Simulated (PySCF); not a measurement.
Diatomics with 26 electrons

CCSD(T) in PySCF with def2-SVP on every atom, for the lowest determinant that a PBE0 search found; no spin–orbit coupling. All have 26 electrons, 6 of them in the valence shells, and the same state, a triplet (π ↑↑). For ions De leads to the atom and ion picked by measured ionisation energies and electron affinities.

| species | difference of nuclear charges | Re (Å) | ωe (cm⁻¹) | k (mdyn/Å) | De (eV) | dissociates to |
| --- | --- | --- | --- | --- | --- | --- |
| KN | 12 | 2.842 | 148 | 0.134 | 0.11 | K + N |
| MgP⁺ | 3 | 2.556 | 299 | 0.710 | 1.10 | Mg⁺ + P |
| NaS⁺ | 5 | 2.947 | 166 | 0.216 | 0.59 | Na⁺ + S |
| KO⁺ | 11 | 3.074 | 112 | 0.0838 | 0.24 | K⁺ + O |

(1) Which member of the whole set has the stiffest bond, and how does it compare with the softest?

Correlated steps freeze 6 core orbitals. UHF and ROHF references stand side by side, which adds small steps between rows. Weak bonds: KN, KO⁺. Basis-set superposition, not corrected here, can be much of De in a small basis, most of all at correlated wavefunction levels. For an ion De counts to the pair picked by the measured ionisation energies or electron affinities, which need not be the lowest pair at this level. The CCSD T1 diagnostic is raised in KN, a sign that a single reference may not be enough there. States were picked by a PBE0 search and need not be the measured ground states.

Results:

(1) MgP⁺ with k = 0.710 mdyn/Å, 8.5 times that of KO⁺.
